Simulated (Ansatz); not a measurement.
Born–Oppenheimer molecular dynamics of CH12OSi4 (18 atoms, charge 0, multiplicity 1). It starts from a relaxed structure.

Method: RKS B3LYP-D4/STO-3G (Ansatz).

| Quantity | Value |
| --- | --- |
| ensemble | NVT, Nosé–Hoover chain |
| time step | 1 fs |
| steps asked | 454 |
| set temperature | 500 K |
| thermostat | time constant 100 fs, chain length 1 |
| seed | 352083 |

First frame:

```xyz
18
Properties=species:S:1:pos:R:3
Si 0.020 -0.096 0.015
O 0.223 -0.326 1.735
C -1.066 -0.356 2.421
H -1.731 -1.185 2.086
H -0.865 -0.506 3.501
H -1.645 0.591 2.317
Si 2.145 0.033 -0.754
H 2.905 -1.148 -0.414
H 2.143 0.154 -2.194
H 2.837 1.183 -0.218
Si -1.118 1.821 -0.431
H -2.539 1.679 -0.202
H -0.651 2.928 0.373
H -0.941 2.184 -1.818
Si -1.067 -1.851 -0.937
H -2.357 -2.093 -0.331
H -1.296 -1.580 -2.338
H -0.303 -3.075 -0.848
```

Question: What does the run give?

Answer: The run went to its last step.

```json
{"steps done": "454", "time covered": "454 fs", "mean temperature over the second half": "735 K", "spread of the potential energy over the second half": "16.7 meV per atom", "mean potential energy of the second half above the start": "76.2 meV per atom"}
```

The conserved energy stayed within 2.8 meV per atom of its start (net change 0.91 meV per atom), so there is no drift, though single steps change it by up to 21 meV in the whole system, a sign of fast motions only just resolved. The mean temperature of the second half is 47 % above the set value. A run of 0.45 ps of so small a system gives no equilibrium averages. Limits of this set-up: minimal basis.

Question: What happens to the structure?

Answer: The same pairs are bonded in the first frame and the last. Pairs count as bonded within 1.25 times the sum of covalent radii (0.12 Å more for H–H). The details hang on the random start.

Question: How do temperature and energy run in time?

Answer: 
```csv
time (fs),T (K),potential energy less start (eV),conserved less start (meV/atom)
0,500,0.000,0.00
15,229,0.582,0.94
30,370,0.290,0.16
45,212,0.650,0.66
60,249,0.605,0.63
75,241,0.659,0.39
90,302,0.614,0.92
105,302,0.684,0.49
120,426,0.556,0.99
135,389,0.769,0.79
150,501,0.706,0.96
165,457,0.965,1.00
180,507,1.055,1.01
195,486,1.277,1.45
210,692,1.082,0.99
225,500,1.683,1.92
240,888,1.086,0.72
255,844,1.408,1.93
270,889,1.471,1.40
285,1082,1.174,1.24
300,780,1.844,2.47
315,1012,1.294,0.80
330,754,1.749,1.88
345,838,1.446,1.40
360,789,1.376,0.97
375,702,1.407,2.07
390,774,1.020,0.68
405,684,1.004,1.49
420,537,1.097,0.78
435,546,0.912,0.88
450,392,1.075,1.15
```

Run time: 44 min on 1 thread of Arm Neoverse V1, on a shared host, peak memory 0.16 GiB.
